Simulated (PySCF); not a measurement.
Run record: geometry optimisation, `[SiH3][O][InH2]`.

Computed with PBE0-D3(BJ)/def2-SVP geometry optimisation, gas phase, def2 core potentials past Kr (PySCF 2.14.0). Start geometry: GFN2-xTB. The input is one job of a driver script: a line of settings, then coordinates in Å.

Input:
```
{"job": {"xc": "PBE0", "basis": "def2-SVP", "d3": "d3bj", "grid": 1, "maxiter": 30, "shake": 0.01, "kind": "geom"}, "charge": 0, "multiplicity": 1}
Si    -1.470820    -0.117220     0.170080
O      0.022080    -0.227040    -0.375690
In     1.904010     0.096160    -0.093270
H     -2.292640    -0.447410    -0.986990
H     -1.763200     1.278900     0.601070
H     -1.681980    -1.017810     1.287680
H      2.903790    -0.591020    -1.295960
H      2.433900     1.006300     1.271390
```

Output:
```
step   0  E = -557.50175296  max force = 0.032447
step   1  E = -557.50877700  max force = 0.009968
step   2  E = -557.50953089  max force = 0.003876
step   3  E = -557.50965617  max force = 0.003236
step   4  E = -557.50978260  max force = 0.001064
step   5  E = -557.50979855  max force = 0.000812
step   6  E = -557.50982073  max force = 0.000805
step   7  E = -557.50986636  max force = 0.000839
step   8  E = -557.50987991  max force = 0.000656
step   9  E = -557.50988963  max force = 0.000329
optimisation converged
```

Energies in Eh; «max force» is the largest Cartesian gradient component in Eh/bohr.

**Question.** Give the first gradient maximum in eV/Å.

**Answer.** With 1 Eh/bohr = 51.422 eV/Å, 1.668 eV/Å.

**Question.** How much energy does the optimisation release, in kJ/mol?

**Answer.** E(step 0) − E(last step) = 0.008137 Eh, which is 21.4 kJ/mol.

In short: final energy -557.50989 Eh after 9 steps; dipole 2.64 D.

**Question.** Give the final coordinates.

**Answer.** 0.149 Å rms from the input after alignment:
```
atom  x, y, z in Å
Si1   -1.4286   -0.1189    0.1415
O2     0.0675   -0.3442   -0.5021
In3    1.9877    0.1012   -0.1122
H4    -2.4799   -0.4146   -0.8809
H5    -1.6344    1.2927    0.6138
H6    -1.6682   -1.0155    1.3211
H7     3.0131   -0.5715   -1.3058
H8     2.1979    1.0514    1.3028
```

**Question.** How long does this job take on one thread, Intel Xeon 6975P-C (x86_64), shared host with 192 logical CPUs at a one-minute load of 69? And the peak memory of the process?

**Answer.** About 21 s, with 0.36 GiB resident at the peak, the Python interpreter and its libraries included.
Labels such as C1 count atoms from 1, the log's own numbers from 0.
